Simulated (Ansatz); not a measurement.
Species: H5NSi2, SMILES `N[SiH]=[SiH2]` (charge 0, multiplicity 1).

Q: Give a relaxed geometry from CAM-B3LYP-D3(BJ)/def2-TZVP (Ansatz, a program for electronic structure).

A: the end point of this relaxation (outside a Z-matrix the atoms follow the SMILES, hydrogens last).
Bonded distances (Å): N1–Si2 1.688, N1–H4 1.006, N1–H5 1.006, Si2–Si3 2.217, Si2–H6 1.482, Si3–H7 1.493, Si3–H8 1.493. Bond angles (°): Si2–N1–H4 124.0, Si2–N1–H5 123.0, H4–N1–H5 113.0, N1–Si2–Si3 127.4, N1–Si2–H6 104.9, Si3–Si2–H6 122.5, Si2–Si3–H7 100.5, Si2–Si3–H8 104.3, H7–Si3–H8 106.1.
